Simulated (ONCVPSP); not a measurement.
oxygen (O), ONCV: configuration errors across variants

```
Element                 : O (Z = 8)
Generator               : ONCVPSP 4.0.1
Type                    : optimised norm-conserving Vanderbilt (ONCV)
Functional              : PBE
Relativity              : non-relativistic
Frozen core             : [He]
Valence charge          : 6
Reference configuration : 2s2 2p3 (charge +1)
Partial waves           : 2s: rc 0.85 bohr, ncon 3, nbas 7, qcut 9.6 1/bohr, 1 projector; 2p: rc 1.05 bohr, ncon 5, nbas 8, qcut 10.8 1/bohr, 2 projectors, debl 0.6 Ha; d scattering state at 0.13 Ha: rc 1.00 bohr, ncon 4, nbas 7, qcut 9.7 1/bohr, 2 projectors, debl 1.8 Ha
Local potential         : polynomial inside 0.65 bohr (lpopt 5, dvloc0 -1 Ha)
Core correction         : none
```

In the p channel the program set the typed energies aside and used -0.899, 0.250 Ha.

All-electron excitation energies from the reference (eV): (1) 2s2 2p4 -16.439; (2) 2s2 2p2 33.593; (3) 2s2 2p1 87.465; (4) 2s2 2p0 164.367.

Errors AE − PS in meV (a dash: test not solved or not reliable):

```tsv
change	(1)	(2)	(3)	(4)	bound ghosts	GHOST(+) flags above zero
base	+5.3	+23	+170	+707	none	none
core correction Teter function, fcfact 2.75, rcfact 1.1	+5.9	+25	+188	+776	none	none
local potential polynomial inside 0.65 bohr (lpopt 5, dvloc0 1.5 Ha)	+5.3	+23	+168	+702	none	none
local potential polynomial inside 0.80 bohr (lpopt 5, dvloc0 0 Ha)	+5.2	+22	+167	+699	none	none
s: qcut 11.3; p: qcut 12.7; d: qcut 11.4	+4.1	+18	+141	+612	none	none
d: qcut 11.1	+5.3	+23	+170	+707	none	none
```

Give the same row for: p: qcut 12.2.

+4.7, +20, +153, +656; bound ghosts: none; GHOST(+) flags above zero: none.
